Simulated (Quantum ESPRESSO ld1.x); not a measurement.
Results of a calculation; reference values are marked as such.
These are the eigenvalues of the occupied orbitals of an atom or ion with whole-number occupations (eV). Level of theory: Dirac Kohn-Sham, revPBE, spin-unpolarised, spherical densities, point nucleus (ld1.x of Quantum ESPRESSO 7.5).

orbital  eigenvalue
1s1/2      -19851.9
2s1/2      -2834.91
2p1/2      -2610.62
2p3/2      -2504.05
3s1/2      -513.091
3p1/2      -427.761
3p3/2      -410.200
3d3/2      -259.503
3d5/2      -256.176
4s1/2      -98.4852
4p1/2      -73.7854
4p3/2      -71.1513
4d3/2      -34.4302

Which element is it, and in what charge state? The configuration may be excited. Open shells, if any, fill j = l - 1/2 first.

Answer. Z = 42, molybdenum, charge +3: Mo3+ in [Ar] 3d10 4s1 4p6 4d4. The list shows which subshells hold electrons but not how many an open one holds; the 1s level, -729.54 hartree, gives Z - s = 38.2 by -(Z - s)^2/2, which with screening and relativity narrows Z to a few neighbours, and the depths of the outer levels then fix element, charge and occupations together.
